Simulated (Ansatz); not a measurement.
Steps of a relaxation of H₈OSSi₃, SMILES `O[SiH2]S[SiH2][SiH3]` with RKS PBE0-D4/def2-TZVP.

```sh
$ ansatz run in.yaml --threads 4 --pin off --events-out ev --progress --plain --max-ram 10444MiB
```

```yaml
crystal:
  periodic: [false, false, false]
  atoms:
    - {symbol: O, position_ang: [-3.058338, -0.788333, 0.488013]}
    - {symbol: Si, position_ang: [-2.043814, 0.509269, 0.181759]}
    - {symbol: S, position_ang: [-0.462446, 0.750853, 1.646197]}
    - {symbol: Si, position_ang: [0.946909, -0.645028, 0.753325]}
    - {symbol: Si, position_ang: [2.189469, 0.472975, -0.900102]}
    - {symbol: H, position_ang: [-2.639036, -1.666330, 0.452953]}
    - {symbol: H, position_ang: [-2.906003, 1.723462, 0.293982]}
    - {symbol: H, position_ang: [-1.398171, 0.392033, -1.175075]}
    - {symbol: H, position_ang: [0.198753, -1.823973, 0.174905]}
    - {symbol: H, position_ang: [1.829498, -1.152483, 1.860099]}
    - {symbol: H, position_ang: [2.933950, 1.608267, -0.251858]}
    - {symbol: H, position_ang: [3.177412, -0.444815, -1.572555]}
    - {symbol: H, position_ang: [1.252216, 1.029403, -1.936744]}
basis:
  gaussian: {orbitals: def2-TZVP}
hamiltonian: {xc: pbe0, dispersion: d4}
relax: {f_tol: 0.005, max_steps: 150}
```

Positions (Å) and forces (eV/Å) along the path, 10 of 14 steps:

```xyz
13
step=1 energy=-36634.4747 eV
O    -3.058   -0.788    0.488    0.959    0.139   -0.241
Si   -2.044    0.509    0.182   -0.263   -0.402    0.249
S    -0.462    0.751    1.646   -0.105   -0.375   -0.483
Si    0.947   -0.645    0.753   -0.164    0.005    0.124
Si    2.189    0.473   -0.900    0.091    0.090   -0.120
H    -2.639   -1.666    0.453   -0.307    0.629    0.037
H    -2.906    1.723    0.294    0.168   -0.267   -0.038
H    -1.398    0.392   -1.175   -0.172   -0.020    0.336
H     0.199   -1.824    0.175    0.150    0.261    0.130
H     1.829   -1.152    1.860   -0.194    0.110   -0.220
H     2.934    1.608   -0.252   -0.151   -0.237   -0.135
H     3.177   -0.445   -1.573   -0.211    0.186    0.147
H     1.252    1.029   -1.937    0.198   -0.117    0.213
13
step=3 energy=-36634.5367 eV
O    -3.014   -0.779    0.477    0.154    0.075   -0.023
Si   -2.021    0.501    0.191   -0.155   -0.039    0.004
S    -0.473    0.731    1.641    0.010   -0.015    0.020
Si    0.923   -0.629    0.741    0.011    0.010   -0.019
Si    2.172    0.473   -0.899    0.002    0.008    0.014
H    -2.599   -1.643    0.466   -0.054   -0.049    0.019
H    -2.881    1.696    0.285   -0.004    0.025   -0.003
H    -1.384    0.376   -1.145    0.028   -0.001   -0.007
H     0.188   -1.789    0.159   -0.019   -0.012    0.003
H     1.791   -1.140    1.833    0.010   -0.003    0.006
H     2.913    1.588   -0.253    0.016    0.012   -0.002
H     3.142   -0.448   -1.548    0.009   -0.012   -0.003
H     1.262    1.029   -1.933   -0.006    0.002   -0.008
13
step=4 energy=-36634.5376 eV
O    -3.005   -0.787    0.477   -0.026    0.059   -0.027
Si   -2.026    0.498    0.194   -0.005   -0.074    0.039
S    -0.487    0.722    1.657    0.038   -0.006   -0.035
Si    0.918   -0.615    0.739   -0.010   -0.011    0.002
Si    2.177    0.476   -0.903    0.005    0.026    0.022
H    -2.619   -1.664    0.475    0.023    0.006    0.004
H    -2.880    1.696    0.288   -0.058    0.021    0.000
H    -1.379    0.386   -1.139    0.019   -0.006   -0.011
H     0.189   -1.776    0.149   -0.016   -0.006    0.006
H     1.783   -1.130    1.832    0.027   -0.003   -0.009
H     2.929    1.585   -0.260    0.009    0.008   -0.012
H     3.141   -0.460   -1.545    0.000   -0.012    0.009
H     1.281    1.035   -1.949   -0.007   -0.002    0.011
13
step=5 energy=-36634.5381 eV
O    -3.016   -0.782    0.473   -0.057   -0.032    0.008
Si   -2.037    0.500    0.194    0.084   -0.013   -0.035
S    -0.485    0.718    1.645    0.004    0.028    0.053
Si    0.922   -0.622    0.735   -0.009    0.017   -0.017
Si    2.184    0.481   -0.897   -0.024   -0.017   -0.013
H    -2.625   -1.657    0.484    0.006    0.006    0.005
H    -2.899    1.694    0.282   -0.006    0.010    0.015
H    -1.379    0.383   -1.134   -0.015    0.004   -0.021
H     0.184   -1.782    0.155    0.021   -0.001   -0.016
H     1.802   -1.136    1.817   -0.014    0.000    0.021
H     2.942    1.593   -0.266   -0.005   -0.006    0.014
H     3.144   -0.462   -1.535    0.007    0.001   -0.008
H     1.282    1.036   -1.939    0.005    0.003   -0.007
13
step=6 energy=-36634.5390 eV
O    -3.022   -0.780    0.477    0.002   -0.008   -0.006
Si   -2.033    0.495    0.192   -0.012    0.015   -0.003
S    -0.485    0.717    1.647   -0.001    0.005    0.004
Si    0.923   -0.620    0.733    0.000   -0.004   -0.003
Si    2.185    0.481   -0.899    0.001    0.001    0.001
H    -2.632   -1.656    0.502    0.000   -0.001    0.004
H    -2.893    1.692    0.279    0.006    0.001    0.004
H    -1.384    0.376   -1.141    0.003   -0.008   -0.001
H     0.193   -1.780    0.142   -0.002   -0.002    0.000
H     1.793   -1.135    1.821    0.003   -0.001    0.002
H     2.942    1.589   -0.258    0.000    0.000   -0.001
H     3.146   -0.459   -1.539    0.000    0.002   -0.001
H     1.287    1.043   -1.941    0.000    0.001   -0.001
13
step=7 energy=-36634.5391 eV
O    -3.024   -0.780    0.477    0.000   -0.001   -0.001
Si   -2.033    0.494    0.189    0.001   -0.005   -0.001
S    -0.486    0.716    1.645    0.001    0.002    0.003
Si    0.921   -0.621    0.730    0.001    0.000   -0.003
Si    2.186    0.484   -0.898    0.000   -0.001    0.001
H    -2.632   -1.654    0.520   -0.002    0.004    0.002
H    -2.889    1.694    0.272   -0.001    0.000    0.000
H    -1.382    0.368   -1.142    0.000    0.000   -0.002
H     0.191   -1.780    0.137   -0.001   -0.001    0.000
H     1.790   -1.140    1.819    0.002    0.000    0.000
H     2.942    1.589   -0.254    0.000    0.000    0.001
H     3.147   -0.454   -1.541    0.001    0.001    0.000
H     1.289    1.049   -1.939   -0.001    0.000    0.000
13
step=9 energy=-36634.5391 eV
O    -3.029   -0.777    0.479    0.007   -0.009    0.003
Si   -2.033    0.492    0.185    0.003   -0.002    0.000
S    -0.486    0.713    1.642   -0.002   -0.002   -0.001
Si    0.921   -0.624    0.726    0.000   -0.001   -0.002
Si    2.187    0.487   -0.897    0.000   -0.001    0.001
H    -2.638   -1.650    0.543   -0.006    0.012   -0.001
H    -2.884    1.695    0.262    0.000    0.000   -0.001
H    -1.380    0.357   -1.144    0.000    0.001    0.001
H     0.191   -1.780    0.130    0.001    0.000    0.001
H     1.790   -1.144    1.814    0.000    0.001   -0.001
H     2.943    1.589   -0.247    0.000    0.000    0.000
H     3.149   -0.448   -1.543    0.000    0.001    0.000
H     1.291    1.057   -1.936    0.000    0.000    0.001
13
step=12 energy=-36634.5392 eV
O    -3.038   -0.770    0.483   -0.003    0.003    0.000
Si   -2.031    0.488    0.182    0.001    0.002   -0.002
S    -0.486    0.705    1.641    0.000   -0.001    0.003
Si    0.924   -0.628    0.724    0.000    0.001   -0.001
Si    2.187    0.490   -0.896   -0.001    0.001    0.000
H    -2.655   -1.645    0.558    0.002   -0.004    0.000
H    -2.874    1.699    0.247    0.001    0.000    0.001
H    -1.376    0.340   -1.144    0.000   -0.001   -0.001
H     0.196   -1.786    0.128    0.000    0.000    0.000
H     1.795   -1.146    1.811    0.000    0.000    0.002
H     2.941    1.591   -0.240    0.000    0.000   -0.001
H     3.150   -0.439   -1.548    0.000    0.000    0.000
H     1.287    1.064   -1.931    0.000    0.000   -0.001
13
step=13 energy=-36634.5392 eV
O    -3.046   -0.763    0.484   -0.006    0.008   -0.002
Si   -2.028    0.486    0.181   -0.004    0.005    0.001
S    -0.486    0.697    1.644    0.001    0.000   -0.002
Si    0.928   -0.630    0.724   -0.005   -0.001    0.003
Si    2.185    0.494   -0.896    0.003    0.001    0.002
H    -2.671   -1.642    0.561    0.005   -0.008    0.001
H    -2.862    1.703    0.239    0.000   -0.003   -0.001
H    -1.371    0.326   -1.143    0.002    0.000    0.001
H     0.204   -1.791    0.128   -0.001   -0.001   -0.001
H     1.799   -1.145    1.813    0.004    0.000   -0.002
H     2.939    1.594   -0.239    0.000    0.000   -0.001
H     3.148   -0.433   -1.552    0.000    0.000    0.000
H     1.283    1.069   -1.928   -0.001   -0.001    0.000
13
step=14 energy=-36634.5392 eV
O    -3.044   -0.765    0.483   -0.003    0.002   -0.001
Si   -2.029    0.487    0.182    0.000    0.001   -0.001
S    -0.487    0.698    1.644    0.001   -0.001    0.000
Si    0.927   -0.630    0.724    0.000    0.000    0.000
Si    2.185    0.493   -0.896    0.000    0.001    0.000
H    -2.667   -1.642    0.559    0.002   -0.002    0.001
H    -2.865    1.702    0.242    0.001   -0.001    0.000
H    -1.372    0.331   -1.143    0.000    0.001    0.000
H     0.203   -1.790    0.129    0.000    0.000    0.000
H     1.799   -1.145    1.812    0.000    0.000    0.000
H     2.939    1.594   -0.241    0.000    0.000    0.000
H     3.148   -0.435   -1.551    0.000   -0.001    0.000
H     1.284    1.067   -1.929    0.000    0.000    0.000
```

It took 79 s on 4 threads of an Arm Neoverse V1 on a shared host, with 0.76 GiB of host memory at the peak.
